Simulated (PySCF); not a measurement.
All values below come from ωB97X-D3(BJ)/def2-TZVP // PBE0-D3(BJ)/def2-SVP (PySCF 2.14.0). Gas-phase values, no solvent. One relaxed conformer stands for a flexible species; it need not be the lowest. Delta-SCF ions had no search for a lower state. Excitations are Tamm–Dancoff values on a coarser integration grid. The basis has no diffuse functions, so Rydberg states are missing or too high.

Reference species (SMILES): `s1c(B)cc2c1cccc2C#C` (neutral, multiplicity 1).

- S1 oscillator strength = 0.240
- vertical ionisation energy (Delta-SCF) = 8.26 eV
- S1–T1 gap (TDA) = 1.45 eV

Changed species: `Bc1c(C#C)ccc2ccsc12`.

**Question.** Predict the effect on the S1 oscillator strength, vertical ionisation energy (Delta-SCF) and S1–T1 gap (TDA).

**Answer.** the S1 oscillator strength falls by 0.108, to 0.132; the vertical ionisation energy (Delta-SCF) hardly moves; the S1–T1 gap (TDA) falls by 0.17 eV, to 1.28 eV.
